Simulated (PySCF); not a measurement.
**Polarisability and C₆ of Bi⁻ (bismuth, charge -1)**

[Xe] 4f14 5d10 6s2 6p4, high-spin 3P determinant. Calculation: PySCF 2.14, in aug-cc-pV5Z-PP with ECP60MDF; scalar relativity through the core potential. Coupled (time-dependent) response in atomic units; α is the mean over directions.

```json
{"method": "UHF", "mean α (bohr³)": "165.8", "α xx, yy, zz": "122.8, 251.7, 122.8", "C₆ (like pair)": "2832", "S(−4)": "19280"}
```

S(−4) is the Cauchy moment in α(ω) = α(0) + S(−4) ω² + …

Spin-orbit coupling is absent.

α(iu) at UHF:

```csv
u (hartree),α(iu) (bohr³)
0,165.8
0.0500,135.8
0.100,100.3
0.200,57.91
0.300,37.48
0.500,19.82
0.750,11.46
1.00,7.719
1.50,4.435
2.00,2.985
3.00,1.666
5.00,0.7403
```

A single London oscillator, α(iu) = α/(1 + u²/ω²), gives C₆ = (3/4) ω α². Matching the computed C₆ needs ω = 4 × 2832 / (3 × 165.8²) = 0.137 hartree.

For an ion, C₆ is the dispersion term alone; charge-induced terms of lower order in 1/R come first.

The components differ because the open shell of this determinant is not spherical; for a pure term their mean is the scalar polarisability.

Energies and moments cover only the electrons outside the core potential. Spin-orbit coupling is strong in this species (close to jj coupling), so the high-spin LS determinant is a model state, not a physical level.
